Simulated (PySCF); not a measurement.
CH3N2S (SMILES [NH]C(N)=S), doublet, geometry from GFN2-xTB, atoms displaced at random by about 0.08 Å a coordinate. Base run: PBE0/6-31G, gradient run with PySCF.

The PySCF input:
```python
from pyscf import gto, scf, dft

mol = gto.M(
    atom='''
N     1.187015   -1.063564    0.777066
C    -0.058210   -0.184859    0.224531
N    -1.351180   -0.805128    0.405176
S     0.309301    1.014528   -0.932065
H     1.766914   -0.664407    0.771443
H    -1.546169   -1.646418    0.944468
H    -1.913602   -0.212834   -0.159931
''',
    basis='6-31g',
    charge=0,
    spin=1,
    verbose=3,
)

mf = dft.UKS(mol)
mf.xc = 'pbe0'
mf.kernel()
g = mf.nuc_grad_method()
grad = g.kernel()
```

The coordinate followed is x of atom 5.

Each row names what was changed in the base input (with any setting that the change needs).

```json
[
 {"change": "base", "dE/dx (Eh/bohr)": "-0.701373", "net force (Eh/bohr)": "0.000025"},
 {"change": "grids.level = 5; grid_response = on", "dE/dx (Eh/bohr)": "-0.701373", "net force (Eh/bohr)": "0.000000"},
 {"change": "finite difference step (bohr) = 0.01; conv_tol = 1e-11", "dE/dx (Eh/bohr)": "-0.701437", "net force (Eh/bohr)": "-"},
 {"change": "density fitting = on", "dE/dx (Eh/bohr)": "-0.701342", "net force (Eh/bohr)": "0.000025"},
 {"change": "finite difference step (bohr) = 1e-5; conv_tol = 1e-11", "dE/dx (Eh/bohr)": "-0.701375", "net force (Eh/bohr)": "-"},
 {"change": "finite difference step (bohr) = 1e-3; conv_tol = 1e-11", "dE/dx (Eh/bohr)": "-0.701376", "net force (Eh/bohr)": "-"},
 {"change": "conv_tol = 1e-11", "dE/dx (Eh/bohr)": "-0.701372", "net force (Eh/bohr)": "0.000025"},
 {"change": "conv_tol = 1e-6", "dE/dx (Eh/bohr)": "-0.701383", "net force (Eh/bohr)": "0.000025"},
 {"change": "finite difference step (bohr) = 0.2; conv_tol = 1e-11", "dE/dx (Eh/bohr)": "-0.725667", "net force (Eh/bohr)": "-"},
 {"change": "grid_response = on", "dE/dx (Eh/bohr)": "-0.701375", "net force (Eh/bohr)": "0.000000"},
 {"change": "conv_tol = 1e-4", "dE/dx (Eh/bohr)": "-0.701404", "net force (Eh/bohr)": "0.000025"},
 {"change": "grids.level = 5; grid_response = off", "dE/dx (Eh/bohr)": "-0.701373", "net force (Eh/bohr)": "0.000005"}
]
```

The net force is zero for an exact gradient.

Open shells are given as the SCF converged; they aren't shown to be the lowest states, and a large step between rows can be another state.
